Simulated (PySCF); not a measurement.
C4H7BO, SMILES C#CCB(C)O.

Geometry optimised at B3LYP-D3(BJ)/def2-SVP. The structure was generated by enumeration, and PubChem lists no compound with its InChIKey, so it may never have been made. One conformer was computed; it need not be the lowest.

Two levels are set side by side: TDDFT-PBE/def2-SVPD (PySCF) and TDDFT-PBE0/def2-SVPD (PySCF). Vertical, same geometry. The lowest singlet is HOMO→LUMO 99 % with PBE and HOMO→LUMO+3 58 %, HOMO−1→LUMO+2 22 %, HOMO→LUMO+1 9 % with the other functional; states are paired by order. Differences are taken from unrounded values.

```tsv
quantity	TDDFT-PBE0
lowest singlet excitation (eV)	6.60
lowest triplet excitation (TDA) (eV)	5.32
```

Problem. What does TDDFT-PBE give, and how far is it from TDDFT-PBE0? (The exact figures need the calculation; the answer reports its results.)

Solution. 
```json
[
 {"quantity": "lowest singlet excitation (eV)", "TDDFT-PBE": "5.94", "TDDFT-PBE minus TDDFT-PBE0": "-0.66"},
 {"quantity": "lowest triplet excitation (TDA) (eV)", "TDDFT-PBE": "5.41", "TDDFT-PBE minus TDDFT-PBE0": "0.08"}
]
```

Functionals without exact exchange tend to place singlet excitations lower, as here. Differences between two approximate levels are no errors against the true value.

Rough cost on one machine, each run with all the roots and properties that it gave: TDDFT-PBE0 against TDDFT-PBE about 4 times.
